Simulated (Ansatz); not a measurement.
A structure relaxed at PBE0-D4/def2-TZVP, charge 0, multiplicity 1:

Cartesian coordinates in Å:
```
C 0.4040 -1.5964 0.8924
N 0.2259 -0.9406 -0.3588
Al -0.0939 -0.5127 -1.9926
C 0.5193 0.5405 -0.5006
Si -0.6071 1.7472 0.3525
H 1.4444 -1.5308 1.2413
H -0.2294 -1.1620 1.6784
H 0.1462 -2.6543 0.8000
H -0.5379 -0.9981 -3.4172
H 1.5855 0.7903 -0.4212
H -0.5145 1.7747 1.8441
H -0.3190 3.1278 -0.1294
H -2.0234 1.4144 0.0111
```

(1) Give its formula and SMILES.

(2) Point group (tolerance 0.08 Å, 0.16 Å for H)?

(3) Summarise the bond lengths by kind.

Results:

(1) C2H8AlNSi, `C[N]1[AlH][CH]1[SiH3]`.

(2) C1.

(3) 2 × C–N 1.424 to 1.516 Å; 4 × C–H 1.093 to 1.099 Å; 1 × Al–N 1.719 Å; 1 × Al–C 1.926 Å; 1 × Al–H 1.569 Å; 1 × C–Si 1.858 Å; 3 × H–Si 1.490 to 1.495 Å.

All numbers were calculated with Ansatz.
